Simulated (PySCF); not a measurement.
Compound: BI3.
Cartesian coordinates in Å at the PBE0-D3(BJ)/def2-SVP level; atoms count from 1:
```xyz
4
BI3 angstrom
B      0.022   -0.023   -0.008
I      2.140   -0.011    0.010
I     -1.049    1.804   -0.030
I     -1.029   -1.862   -0.002
```

Method used: PySCF 2.14.0, PBE0-D3(BJ)/def2-SVP geometry optimisation, gas phase, def2 core potentials past Kr.

Masses are those of the commonest isotopes; rigid-rotor values at the optimised geometry. 

Task: Give the principal moments of inertia and the rotational constants in MHz.

Result: Ia = 852.80, Ib = 854.89, Ic = 1707.70 u·Å²; 505379 MHz·u·Å²/I gives A = 592.6, B = 591.2, C = 295.9 MHz.

Task: Classify the top.

Result: An oblate symmetric top, as the point group D3h requires two equal moments; the computed ones differ by 0.24 % because the geometry is symmetric only within the optimiser's tolerance. Ray's parameter κ = (2B − A − C)/(A − C) = 0.990; −1 is the prolate and +1 the oblate limit.

Task: What does the inertial defect say?

Result: Planar: Δ = Ic − Ia − Ib = 0.00 u·Å². For a rigid frame Δ = −2 Σ m c², so it vanishes when all atoms lie in the ab plane; here none is more than 0.01 Å from it.

The point group D3h allows no dipole (computed: 0.00 D), so a rigid rotor has no electric-dipole lines.

Atoms past krypton carry def2 core potentials. No frequency check. No vibrational averaging or centrifugal distortion is included, and the geometry carries the error of its method.

Time: 71 s; peak memory 0.38 GiB. Hardware: an Intel Xeon Platinum 8259CL at 2.50 GHz with one thread, no GPU, shared host. These figures are those of the optimisation.
